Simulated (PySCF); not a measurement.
Li (lithium, neutral) across methods

[He] 2s1, 2S determinant. Calculation: PySCF 2.14, in ANO-RCC-VTZP (4s3p2d1f, 30 functions); the spin-free X2C one-electron Hamiltonian (Gaussian nucleus). The B2PLYP total includes its PT2 part (frozen core); its orbital energies are those of the SCF part.

| method | E (hartree) | mean ε 1s α (eV) | mean ε 1s β (eV) | mean ε 2s α (eV) | Σ⟨r²⟩ (bohr²) | ⟨S²⟩ |
| --- | --- | --- | --- | --- | --- | --- |
| UHF | -7.43339 | -67.665 | -67.194 | -5.343 | 18.61 | 0.750 |
| revPBE | -7.4867 | -51.656 | -51.453 | -3.233 | 17.99 | 0.750 |
| M06-L | -7.4868 | -53.662 | -53.663 | -3.211 | 20.50 | 0.750 |
| B2PLYP | -7.4699 | -60.406 | -60.056 | -4.291 | 17.93 | 0.750 |
| BLYP | -7.4821 | -51.761 | -51.578 | -3.021 | 17.60 | 0.750 |
| PBE0 | -7.4674 | -55.771 | -55.486 | -3.830 | 18.02 | 0.750 |
| PBE | -7.4619 | -51.564 | -51.337 | -3.223 | 17.94 | 0.750 |
| LDA | -7.3436 | -50.853 | -50.646 | -3.157 | 18.23 | 0.750 |
| r2SCAN | -7.4800 | -53.162 | -53.002 | -3.273 | 18.13 | 0.750 |
